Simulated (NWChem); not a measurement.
System: C3H6Si; SMILES CC#C[SiH3]

Input file for NWChem:

```
start job
memory heap 200 mb stack 900 mb global 1100 mb
geometry units angstroms noautoz
  C      2.651753    -0.142267    -0.344278
  C      1.207342    -0.064801    -0.156780
  C      0.002004    -0.000986    -0.001891
  Si    -1.799099     0.096397     0.233397
  H      3.152395     0.740655     0.071336
  H      2.908678    -0.202965    -1.408712
  H      3.067674    -1.027532     0.151846
  H     -2.498176    -0.818713    -0.707636
  H     -2.280176     1.481793    -0.012898
  H     -2.161367    -0.290046     1.622904
end
basis spherical
  * library def2-tzvp
end
dft
  xc xcamb88 1.00 lyp 0.81 vwn_5 0.19 hfexch 1.00
  cam 0.33 cam_alpha 0.19 cam_beta 0.46
  iterations 150
  mulliken
end
task dft energy
```

NWChem printed, in part:

```
             Northwest Computational Chemistry Package (NWChem) 7.3.0
             --------------------------------------------------------

 C1  symmetry detected

                             Geometry "geometry" -> ""
                             -------------------------

 Output coordinates in angstroms (scale by  1.889725989 to convert to a.u.)

  No.       Tag          Charge          X              Y              Z
 ---- ---------------- ---------- -------------- -------------- --------------
    1 C                    6.0000    -0.00008335    -2.67327173     0.00017641
    2 C                    6.0000    -0.00010081    -1.21468351     0.00021466
    3 C                    6.0000     0.00059874     0.00223870    -0.00136516
    4 Si                  14.0000    -0.00009538     1.82125298     0.00020811
    5 H                    1.0000     0.19016699    -3.06875326     1.00532706
    6 H                    1.0000     0.77553759    -3.06772679    -0.66730528
    7 H                    1.0000    -0.96571977    -3.06839386    -0.33782983
    8 H                    1.0000     0.21323770     2.34400445    -1.37561817
    9 H                    1.0000     1.08577218     2.33956220     0.87408772
   10 H                    1.0000    -1.30014682     2.33806470     0.50426954

 Effective nuclear repulsion energy (a.u.)     130.5433539317

                                 NWChem DFT Module
                                 -----------------

 Summary of "ao basis" -> "ao basis" (spherical)
 ------------------------------------------------------------------------------
       Tag                 Description            Shells   Functions and Types
 ---------------- ------------------------------  ------  ---------------------
 C                         def2-tzvp                11       31   5s3p2d1f
 Si                        def2-tzvp                13       37   5s5p2d1f
 H                         def2-tzvp                 4        6   3s1p

            General Information
            -------------------
          SCF calculation type: DFT
          Wavefunction type:  closed shell.
          No. of atoms     :    10
          No. of electrons :    38
           Alpha electrons :    19
            Beta electrons :    19
          Charge           :     0
          Spin multiplicity:     1
          Use of symmetry is: off; symmetry adaption is: off
          Maximum number of iterations: 150
          AO basis - number of functions:   166
                     number of shells:    70
          Convergence on energy requested:  1.00D-06
          Convergence on density requested:  1.00D-05
          Convergence on gradient requested:  5.00D-04

              XC Information
              --------------
                     Hartree-Fock (Exact) Exchange  1.000
                   CAM-Becke88 Exchange Functional  1.000
                      VWN V Correlation Functional  0.190 local
              Lee-Yang-Parr Correlation Functional  0.810

           Range-Separation Parameters
           ---------------------------
           Alpha           :  0.19
           Beta            :  0.46
           Gamma           :  0.33
           Short-Range HF  :     F

             Grid Information
             ----------------
          Grid used for XC integration:  medium
          Radial quadrature: Mura-Knowles
          Angular quadrature: Lebedev.
          Tag              B.-S. Rad. Rad. Pts. Rad. Cut. Ang. Pts.
          ---              ---------- --------- --------- ---------
          C                   0.70       49          13.0       434
          Si                  1.10       88          13.0       590
          H                   0.35       45          14.0       434
          Grid pruning is: on
          Number of quadrature shells:   505
          Spatial weights used:  Erf1

      Superposition of Atomic Density Guess
      -------------------------------------

 Sum of atomic energies:        -404.84825030

      Non-variational initial energy
      ------------------------------

 Total energy =    -406.907470
 1-e energy   =    -813.237734
 2-e energy   =     275.786910
 HOMO         =      -0.329252
 LUMO         =       0.020524

     ---------------------------------------------
      Total Density - Mulliken Population Analysis
     ---------------------------------------------

    Atom       Charge   Shell Charges
 -----------   ------   -------------------------------------------------------
    1 C    6     6.50   0.86  1.12  0.54  0.65  0.22  1.24  1.39  0.43  0.01  0.03  0.00
    2 C    6     5.96   0.86  1.12  0.59  0.56  0.19  1.14  1.13  0.30  0.02  0.04  0.01
    3 C    6     6.40   0.86  1.12  0.59  0.84 -0.06  1.26  1.33  0.42  0.01  0.02  0.01
    4 Si  14    13.61   2.00  0.59  1.39  0.85  0.45  4.11  1.73  0.52  1.29  0.47  0.09  0.10  0.02
    5 H    1     0.80   0.24  0.43  0.12  0.02
    6 H    1     0.80   0.24  0.43  0.12  0.02
    7 H    1     0.80   0.24  0.43  0.12  0.02
    8 H    1     1.04   0.23  0.54  0.26  0.01
    9 H    1     1.04   0.23  0.54  0.26  0.01
   10 H    1     1.04   0.23  0.54  0.26  0.01

   convergence    iter        energy       DeltaE   RMS-Dens  Diis-err
 ---------------- ----- ----------------- --------- --------- ---------
 d= 0,ls=0.0,diis     1   -407.2956733637 -5.38D+02  6.34D-03  7.05D-01
 d= 0,ls=0.0,diis     2   -407.3373470088 -4.17D-02  2.19D-03  1.10D-01
 d= 0,ls=0.0,diis     3   -407.3366649364  6.82D-04  9.11D-04  1.22D-01
 d= 0,ls=0.0,diis     4   -407.3505472036 -1.39D-02  1.82D-04  3.73D-03
 d= 0,ls=0.0,diis     5   -407.3509952014 -4.48D-04  4.43D-05  6.89D-05
  Resetting Diis
 d= 0,ls=0.0,diis     6   -407.3510042302 -9.03D-06  2.22D-05  3.38D-06
 d= 0,ls=0.0,diis     7   -407.3510047209 -4.91D-07  3.79D-06  3.86D-07

         Total DFT energy =     -407.351004720866
      One electron energy =     -817.292673599712
           Coulomb energy =      318.709879538225
    Exchange-Corr. energy =      -39.311564591041
 Nuclear repulsion energy =      130.543353931662

 Numeric. integr. density =       37.999989120058

                       DFT Final Molecular Orbital Analysis
                       ------------------------------------

 Vector   17  Occ=2.000000D+00  E=-4.177270D-01
              MO Center=  1.8D-01,  1.9D+00, -3.8D-01, r^2= 2.8D+00
   Bfn.  Coefficient  Atom+Function         Bfn.  Coefficient  Atom+Function
  ----- ------------  ---------------      ----- ------------  ---------------
   110      0.289997   4 Si pz              150     -0.235915   8 H  s
   151     -0.155518   8 H  s               149     -0.152027   8 H  s
   156      0.146120   9 H  s               101     -0.127976   4 Si pz
   107      0.127759   4 Si pz               70      0.097161   3 C  pz
   157      0.096310   9 H  s               155      0.094154   9 H  s

 Vector   18  Occ=2.000000D+00  E=-3.327663D-01
              MO Center=  4.5D-02, -4.4D-01, -2.6D-02, r^2= 2.9D+00
   Bfn.  Coefficient  Atom+Function         Bfn.  Coefficient  Atom+Function
  ----- ------------  ---------------      ----- ------------  ---------------
    70      0.286273   3 C  pz               39      0.275803   2 C  pz
    73      0.229461   3 C  pz               42      0.223724   2 C  pz
    45      0.153517   2 C  pz               76      0.131476   3 C  pz
   132     -0.100554   5 H  s               150      0.095567   8 H  s
   151      0.091089   8 H  s                 8     -0.089786   1 C  pz

 Vector   19  Occ=2.000000D+00  E=-3.327452D-01
              MO Center= -4.4D-02, -4.4D-01,  2.5D-02, r^2= 2.9D+00
   Bfn.  Coefficient  Atom+Function         Bfn.  Coefficient  Atom+Function
  ----- ------------  ---------------      ----- ------------  ---------------
    68      0.286283   3 C  px               37      0.275854   2 C  px
    71      0.229462   3 C  px               40      0.223759   2 C  px
    43      0.153562   2 C  px               74      0.131478   3 C  px
   144      0.093070   7 H  s               162      0.093491  10 H  s
     6     -0.089795   1 C  px              163      0.089127  10 H  s

 Vector   20  Occ=0.000000D+00  E= 4.792793D-02
              MO Center= -1.1D-02,  4.9D-02,  9.2D-02, r^2= 5.2D+00
   Bfn.  Coefficient  Atom+Function         Bfn.  Coefficient  Atom+Function
  ----- ------------  ---------------      ----- ------------  ---------------
   113      0.743600   4 Si pz              151      0.725714   8 H  s
   133      0.547724   5 H  s               157     -0.471398   9 H  s
    45     -0.369975   2 C  pz              139     -0.346995   6 H  s
    39     -0.263977   2 C  pz              163     -0.258516  10 H  s
    76      0.245198   3 C  pz               14     -0.237591   1 C  pz

 Vector   21  Occ=0.000000D+00  E= 4.801006D-02
              MO Center=  1.2D-02,  4.8D-02, -9.5D-02, r^2= 5.2D+00
   Bfn.  Coefficient  Atom+Function         Bfn.  Coefficient  Atom+Function
  ----- ------------  ---------------      ----- ------------  ---------------
   111      0.743875   4 Si px              163      0.692302  10 H  s
   157     -0.568072   9 H  s               145     -0.514789   7 H  s
   139      0.442483   6 H  s                43     -0.370829   2 C  px
    37     -0.263966   2 C  px               74      0.246119   3 C  px
    12     -0.237468   1 C  px               40     -0.229162   2 C  px

[...]
```

Level: CAM-B3LYP/def2-TZVP. The geometry was optimised at B3LYP/6-31G* (spherical d).
